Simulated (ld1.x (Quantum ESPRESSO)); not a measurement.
lutetium (Lu), TM: configuration errors across variants

ld1.x (Quantum ESPRESSO) 7.5 input, shortened:

```
&input
   title='Lu', zed=71., rel=1, dft='PBE', iswitch=3,
   config='[Xe] 4f14 5d1 6s2 6p0'
 /
 &inputp
   pseudotype=2, tm=.true., lloc=-2, rcloc=1.75,
   nlcc=.false.
 /
4
6S  1  0   2.00   0.00  2.90  2.90  0.0
5P  2  1   6.00   0.00  2.10  2.10  0.0
5D  3  2   1.00   0.00  3.05  3.05  0.0
4F  4  3  14.00   0.00  1.15  1.15  0.0
 &test
   configts(1)='4f14 5p6 5d1 6s2 6p0'
 /
```

All-electron excitation energies from the reference (eV): (1) 4f14 5p6 5d1 6s0 6p0 20.644; (2) 4f14 5p6 5d0 6s0 6p0 40.601; (3) 4f13 5p6 5d2 6s2 6p0 10.924; (4) 4f14 5p6 5d2 6s0 6p0 9.892; (5) 4f13 5p6 5d0 6s0 6p0 87.317.

Tests that are not counted but printed errors over 1 eV. “base”: 4f14 5p5 5d1 6s2 6p0 (solver errors, printed error -5361 eV). “wave 4f (bound): rc 1.15 bohr becomes 4f (bound): rc 0.76 bohr”: 4f14 5p5 5d1 6s2 6p0 (solver errors, printed error -5539 eV). “wave 4f (bound): rc 1.15 bohr becomes 4f (bound): rc 0.86 bohr”: 4f14 5p5 5d1 6s2 6p0 (solver errors, printed error -6120 eV). “wave 4f (bound): rc 1.15 bohr becomes 4f (bound): rc 1.06 bohr”: 4f14 5p5 5d1 6s2 6p0 (solver errors, printed error -10.3 eV). “wave 4f (bound): rc 1.15 bohr becomes 4f (bound): rc 1.16 bohr”: 4f14 5p5 5d1 6s2 6p0 (solver errors, printed error -5361 eV).

A true bound ghost makes a file unfit for plane-wave use even where its test errors are small: the radial tests pick states by their node count and pass the ghost by. Where a test does run into it, the solver fails or the error is huge.

Errors AE − PS in meV (a dash: test not solved or not reliable):

| change | (1) | (2) | (3) | (4) | (5) | bound ghosts |
| --- | --- | --- | --- | --- | --- | --- |
| base | -6.5 | +68 | -408 | -19 | +305 | s |
| wave 4f (bound): rc 1.15 bohr becomes 4f (bound): rc 0.76 bohr | -6.5 | +67 | -573 | -20 | +179 | s |
| wave 4f (bound): rc 1.15 bohr becomes 4f (bound): rc 0.86 bohr | -6.5 | +67 | -553 | -20 | +194 | s |
| wave 4f (bound): rc 1.15 bohr becomes 4f (bound): rc 1.06 bohr | -6.5 | +68 | -460 | -19 | +265 | s |
| wave 4f (bound): rc 1.15 bohr becomes 4f (bound): rc 1.16 bohr | -6.5 | +68 | -408 | -19 | +305 | s |
| wave 4f (bound): rc 1.15 bohr becomes 4f (bound): rc 1.28 bohr | -6.4 | +69 | -316 | -19 | +372 | s |
| wave 4f (bound): rc 1.15 bohr becomes 4f (bound): rc 1.42 bohr | -6.4 | +71 | -158 | -19 | +486 | s |
| wave 4f (bound): rc 1.15 bohr becomes 4f (bound): rc 1.62 bohr | -6.5 | +73 | +53 | -18 | +636 | s |

(1) Give the same row for: wave 4f (bound): rc 1.15 bohr becomes 4f (bound): rc 1.72 bohr.

Results:

(1) -6.5, +73, +152, -18, +708; bound ghosts: s. Not counted: 4f14 5p5 5d1 6s2 6p0 (solver errors, printed error -16.2 eV).
